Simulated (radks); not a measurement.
H, 1 electrons, occupied as 2p1 (not the ground configuration).

Calculated with a radial shooting solver on a logarithmic mesh with Libxc functionals: non-relativistic Kohn-Sham, TPSS, spin-polarised, spherical densities, point nucleus; open shells are filled with parallel spins first; meta-GGA in the generalised Kohn-Sham scheme.

Energy parts (eV):
total: -3.419
kinetic: 3.331
electron-nucleus: -6.724
Hartree: 2.469
exchange-correlation: -2.495

Orbitals (lengths in bohr, moments of r in powers of bohr; <r^-3> diverges for s and p1/2; r(max) is where P^2 peaks; r(90%) holds 90 % of the orbital's charge):
| orbital | occ. | eigenvalue (eV) | r(max) | <r^-3> | r(90%) |
|---|---|---|---|---|---|
| 2p up | 1 | -1.6946 | 4.132 | 0.03857 | 7.91 |

The highest occupied level is 2p up at -1.695 eV. Virial ratio -V/T = 2.02658. The electron density at the nucleus is 2.799e-17 e/bohr^3. The density falls to 0.001 e/bohr^3 at r = 4.03 bohr. Summed over all electrons, <r^2> = 29.94 bohr^2, which gives a Langevin (diamagnetic) susceptibility term of -23.7 x 10^-6 cm^3/mol.

Empty levels of this run are not shown, since the potential may be unsettled where no density lies.
